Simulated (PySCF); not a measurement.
C₆H₆O₂.
SMILES: `C#C/C=C\OCC=O`

Method used: TDDFT CAM-B3LYP/def2-SVPD, vertical, gas phase, core orbitals frozen in the response in PySCF 2.14.0, density-fitted response routines. The structure is a single GFN2-xTB conformer in the gas phase; no vibrational or solvent corrections. Torsions of this conformer, `[CH:1]#[C:2]/[CH:3]=[CH:4]\[O:5][CH2:6][CH:7]=[O:8]`: C3–C4–O5–C6 -176°, C4–O5–C6–C7 -171°, O5–C6–C7–O8 180°.

Broadening: Gaussians 0.25 eV wide at half height, area fixed by f = 4.319×10⁻⁹ ∫ε dν̃. The width is an assumption, not a result. The curve ends short of the highest state used, and states not computed would add to its high-energy end.

```
λ (nm)  ε (L mol⁻¹ cm⁻¹)
 189.8               387
 194.2               122
 198.6                10
 203.0               185
 207.4              2665
 211.7             10280
 216.1             11540
 220.5              4242
 224.9              3934
 229.3             16962
 233.7             30788
 238.0             23322
 242.4              7978
 246.8              1338
 251.2               119
 255.6                 6
 260.0                 0
 264.4                 0
 268.7                 0
 273.1                 1
 277.5                 3
 281.9                 7
 286.3                11
 290.7                12
 295.0                 9
 299.4                 5
 303.8                 2
 308.2                 1
 312.6                 0
 317.0                 0
```

Question: Where are the band maxima, and which computed states make them?

Answer: 289 nm (4.29 eV), ε about 12, made up of S1 (100%); 234 nm (5.29 eV), ε about 31000, made up of S2 (100%); 214 nm (5.79 eV), ε about 13000, made up of S4 (98%) (ε in L mol⁻¹ cm⁻¹; maxima over ε = 5, shares over 10%). At its high-energy end, 6.53 eV, the curve is still rising (ε about 390, from S6). The states used: S1 4.29 eV (f 0.0001); S2 5.29 eV (f 0.288); S3 5.61 eV (f 0.0002); S4 5.78 eV (f 0.117); S5 5.91 eV (f 0.0035); S6 6.55 eV (f 0.0036); S7 7.01 eV (f 0.034); S8 7.13 eV (f 0.172).

Question: On this curve, what absorbance would a 10⁻⁵ mol/L sample give at 280 nm over a 1 cm path?

Answer: 280 nm is 4.428 eV, where ε is about 4.9 L mol⁻¹ cm⁻¹, so A = ε c l ≈ 4.9e-05 (Beer–Lambert, with the gas-phase spectrum and the assumed width).

Question: What would ε be at 5.29 eV, the highest of these maxima, with half the width (0.125 eV)?

Answer: About 62200 L mol⁻¹ cm⁻¹ against 31100, a factor of about 2.00; a lone state at its own centre would give exactly 2.

Question: Coming from long wavelengths, where does ε first pass 100 L mol⁻¹ cm⁻¹?

Answer: At about 251 nm (4.93 eV), 0.64 eV above S1.

Time: 57 s wall. Hardware: Arm Neoverse V1, one thread (shared host).
